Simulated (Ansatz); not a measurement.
Cost and result up the ladder for SiCl(OAc)3 (C₆H₉ClO₆Si) (23 atoms). Total charge 0; singlet. Geometry: r2SCAN-D4/def2-SVP.

```tsv
atom	x (Å)	y (Å)	z (Å)
Si1	-0.4506	-0.3232	-0.3175
Cl2	-1.8900	-1.3400	-1.3164
O3	0.7248	-1.3290	0.3136
C4	0.4551	-2.3084	1.2320
C5	1.6917	-3.0736	1.5874
O6	-0.6515	-2.4860	1.6686
H7	1.4489	-3.8713	2.2988
H8	2.4350	-2.3878	2.0227
H9	2.1416	-3.4921	0.6744
O10	-1.0597	0.5480	0.9713
C11	-1.9949	1.5382	0.8289
C12	-2.3919	2.1034	2.1569
O13	-2.4094	1.8736	-0.2492
H14	-3.1546	2.8790	2.0229
H15	-1.5056	2.5214	2.6586
H16	-2.7706	1.2958	2.8017
O17	0.3489	0.7767	-1.2881
C18	1.0413	0.4170	-2.4135
C19	1.6075	1.6164	-3.1077
O20	1.1543	-0.7312	-2.7530
H21	2.1217	1.3114	-4.0264
H22	2.3083	2.1328	-2.4332
H23	0.7996	2.3289	-3.3329
```

Ansatz on 4 threads of Arm Neoverse V2 on a shared host. Times are rough, and most runs start from the orbitals of an earlier one. PBE0-D4/def2-TZVP serves as the yardstick here, not as an exact answer. Differences are given only for rows in sets of like size (and for xTB, whose basis is part of the method), since another set adds its own error. Binding counts from free atoms at the same level (Si triplet, Cl doublet, O triplet, C triplet, H doublet; other spins of the atoms weren't run), without zero-point energy or a counterpoise term.

B3LYP takes the VWN-RPA correlation. Correlated methods freeze 22 core orbitals. The rows differ in basis, and correlated rows in double-zeta sets carry the largest basis error.

Correlated methods converge slowly with the basis, most of all in double-zeta sets.

```csv
level,functions,binding energy per atom (eV),difference from PBE0-D4/def2-TZVP (eV)
MP2/def2-SVP,249,4.54,–
HF/STO-3G,87,3.39,–
HF/6-31G,152,2.78,–
PBE0-D4/def2-TZVP,500,4.68,0.00
revPBE-D4/def2-TZVP,500,4.67,0.00
PBE-D4/def2-SVP,249,4.87,–
r2SCAN-D4/def2-TZVP,500,4.69,0.01
B97M-V/def2-TZVP,500,4.66,-0.01
PBE-D4/def2-TZVP (with forces),500,4.82,0.14
PBE0-D4/def2-SVP,249,4.72,–
B3LYP-D4/6-31G,152,4.28,–
```

Task: Estimate how long each takes.

Result: HF/STO-3G 0.9 s; HF/6-31G 2.1 s; B3LYP-D4/6-31G 4.2 s; PBE-D4/def2-SVP 4.4 s; PBE0-D4/def2-SVP 7 s; MP2/def2-SVP 8 s; revPBE-D4/def2-TZVP 10 s; PBE-D4/def2-TZVP (with forces) 12 s; r2SCAN-D4/def2-TZVP 20 s; PBE0-D4/def2-TZVP 27 s; B97M-V/def2-TZVP 45 s. On shared hardware such times vary by a factor of up to 3.
